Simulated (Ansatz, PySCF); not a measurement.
H₃N, SMILES [NH3+], charge +1, multiplicity 2. Atoms are numbered in the order given.

```xyz
4

N      0.0000     0.0000     0.0000
H      1.0241     0.0000     0.0000
H     -0.5121     0.8869     0.0000
H     -0.5121    -0.8869     0.0000
```
Charge +1, spin multiplicity 2.

The structure is a stationary point at PBE0-D3(BJ)/def2-TZVPD.

Two levels are set side by side: PBE-D3(BJ)/def2-TZVPD (Ansatz, a first-principles code) and PBE0-D3(BJ)/def2-TZVPD (Ansatz). Each level has its own optimised geometry; the coordinates shown are those of the second. Frequencies come from the Hessian of PySCF at each geometry. Differences are taken from unrounded values.

```csv
quantity,PBE0-D3(BJ)
mean bond length (Å),1.024
bond N1–H2 (Å),1.024
bond N1–H3 (Å),1.024
bond N1–H4 (Å),1.024
highest harmonic wavenumber (cm⁻¹),3545
mean harmonic wavenumber (cm⁻¹),2398
zero-point energy (kcal/mol),20.57
```

Task: What does PBE-D3(BJ) give, and how far is it from PBE0-D3(BJ)? (An estimate is asked for; the answer gives what the named calculation found.)

Result: 
```csv
quantity,PBE-D3(BJ),PBE-D3(BJ) minus PBE0-D3(BJ)
mean bond length (Å),1.033,0.009
bond N1–H2 (Å),1.033,0.009
bond N1–H3 (Å),1.033,0.009
bond N1–H4 (Å),1.033,0.009
highest harmonic wavenumber (cm⁻¹),3440,-105
mean harmonic wavenumber (cm⁻¹),2327,-70
zero-point energy (kcal/mol),19.96,-0.60
```

GGA bonds tend to be longer and softer than those of functionals with exact exchange. Differences between two approximate levels are no errors against the true value.
